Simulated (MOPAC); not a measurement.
Input file for MOPAC: PM7 on RuN, 2S+1 = 6, a spin state set in the input, which need not be the lowest, a point of a bond scan (R = 1.592 Å).

```
PM7 1SCF PRECISE CHARGE=0 UHF MS=2.5 THREADS=1
NRu

Ru     0.00000000 1     0.00000000 1     0.00000000 1
N      0.00000000 1     0.00000000 1     1.59243300 1
```

It printed:

```
*******************************************************************************
 **                                                                           **
 **                              MOPAC v23.2.5                                **
 **                                                                           **
 *******************************************************************************
 ** MOPAC's Digital Object Identifier: https://doi.org/10.5281/zenodo.6511958 **
 **                                                                           **
 ** Please cite the open-source release paper for use of this MOPAC version:  **
 ** J. E. Moussa and J. J. P. Stewart (2026)                                  **
 ** MOPAC: An open-source semiempirical molecular orbital program             **
 ** J. Open Source Softw., 11(119), 8025, https://doi.org/10.21105/joss.08025 **
 *******************************************************************************

                              PM7 CALCULATION RESULTS

 *******************************************************************************
 *  PM7        - The PM7 Hamiltonian to be used
 *  UHF        - UNRESTRICTED HARTREE-FOCK CALCULATION
 *
 *
 *
 *                 CHARGE ON SYSTEM = 0
 *
 *
 *
 *  MS=        - IN MECI, MAGNETIC COMPONENT OF SPIN =  2.5
 *  PRECISE    - TIGHTER CRITERIA TO BE USED
 *  1SCF       - DO 1 SCF AND THEN STOP
 *  THREADS=1  - MULTI-THREADING NOT USED
 *  T=         - A TIME OF 172800.0 SECONDS REQUESTED
 *  DUMP=N     - RESTART FILE WRITTEN EVERY 7200.0 SECONDS REQUESTED
 *******************************************************************************
PM7 1SCF PRECISE CHARGE=0 UHF MS=2.5 THREADS=1
 NRu

   ATOM   CHEMICAL          X               Y               Z
  NUMBER   SYMBOL      (ANGSTROMS)     (ANGSTROMS)     (ANGSTROMS)

     1      Ru          0.00000000  *   0.00000000  *   0.00000000  *
     2       N          0.00000000  *   0.00000000  *   1.59243300  *



          CARTESIAN COORDINATES

    NO.       ATOM           X           Y           Z

     1        Ru          0.0000      0.0000      0.0000
     2         N          0.0000      0.0000      1.5924

 General Reference for PM7:
 "Optimization of Parameters for Semiempirical Methods VI: More Modifications to the
 NDDO Approximations and Re-optimization of Parameters", J. J. P. Stewart, J. Mol. Mod., 1:32, 19 (2013)
 https://link.springer.com/article/10.1007/s00894-012-1667-x

           Empirical Formula: N Ru  =     2 atoms



      MOLECULAR POINT GROUP   :   C*v


          UHF CALCULATION, NO. OF ALPHA ELECTRONS =    9
                           NO. OF BETA  ELECTRONS =    4

 -------------------------------------------------------------------------------
 PM7 1SCF PRECISE CHARGE=0 UHF MS=2.5 THREADS=1
 NRu



     1SCF WAS SPECIFIED, SO BFGS WAS NOT USED
     SCF FIELD WAS ACHIEVED


                              PM7 CALCULATION
                                                       MOPAC v23.2.5 Linux




          FINAL HEAT OF FORMATION =        161.83498 KCAL/MOL =     677.11757 KJ/MOL


          COSMO AREA              =         88.66 SQUARE ANGSTROMS
          COSMO VOLUME            =         77.01 CUBIC ANGSTROMS

          IONIZATION POTENTIAL    =          7.589972 EV
          ALPHA SOMO LUMO (EV)    =         -7.590 -2.761
          BETA  SOMO LUMO (EV)    =        -11.112 -2.316
          NO. OF ALPHA ELECTRONS  =          9
          NO. OF BETA  ELECTRONS  =          4
          MOLECULAR WEIGHT        =        115.0767         POINT GROUP:  C*v

          MOLECULAR DIMENSIONS (Angstroms)

            Atom       Atom       Distance
            N     2   Ru     1     1.59243
            N     2   Ru     1     0.00000
           Ru     1    N     2     0.00000


          SCF CALCULATIONS        =          1





   ATOM   CHEMICAL          X               Y               Z
  NUMBER   SYMBOL      (ANGSTROMS)     (ANGSTROMS)     (ANGSTROMS)

     1      Ru          0.00000000  *   0.00000000  *   0.00000000  *
     2       N          0.00000000  *   0.00000000  *   1.59243300  *

                             CARTESIAN COORDINATES

   1   Ru        0.000000000     0.000000000     0.000000000
   2    N        0.000000000     0.000000000     1.592433000


           Empirical Formula: N Ru  =     2 atoms



      MOLECULAR POINT GROUP   :   C*v


          ALPHA EIGENVALUES
 -27.13731 -11.72011 -11.48661 -11.22921 -10.59967 -10.32873  -9.64817  -8.30896
  -7.58997  -2.76064   0.65945   0.68661   2.15508


           BETA EIGENVALUES
 -29.48180 -11.99769 -11.92247 -11.11221  -2.31585  -1.97797  -1.10508  -0.21519
   0.14507   1.33748   2.49848   3.36062   3.70928


              NET ATOMIC CHARGES AND DIPOLE CONTRIBUTIONS

  ATOM NO.   TYPE          CHARGE      No. of ELECS.   s-Pop       p-Pop       d-Pop
    1         Ru           0.279432        7.7206     0.96782     1.69604     5.05670
    2          N          -0.279432        5.2794     1.85335     3.42609
 DIPOLE           X         Y         Z       TOTAL
 POINT-CHG.     0.000     0.000    -2.137     2.137
 HYBRID         0.000     0.000    -0.407     0.407
 SUM            0.000     0.000    -2.544     2.544


          ATOMIC ORBITAL ELECTRON POPULATIONS

     Atom    s        px        py        pz      x^2-y^2     xz        z^2       yz        xy
    1 Ru   0.96782   0.95190   0.02920   0.71494   1.00037   1.05250   0.98201   1.02183   1.00000
    2  N   1.85335   0.99561   0.94897   1.48151


                    (SZ)    =    2.500000
                    (S**2)  =    9.219521


          ATOMIC ORBITAL SPIN POPULATIONS

    Atom   Total    s     px     py     pz   x^2-y^2  xz     z^2    yz     xy
         Atomic
    1 Ru  6.0379  0.813  0.929  0.005  0.479  1.000  0.526  0.873  0.413  1.000
    2  N -1.0379  0.048 -0.455 -0.418 -0.213

 **********************
 *                    *
 * JOB ENDED NORMALLY *
 *                    *
 **********************




 == MOPAC DONE ==
```

The run finished. Its determinant has ⟨S²⟩ = 9.22, a mixture of spin states.

Cost: about 0.020 core-seconds (a rough figure).
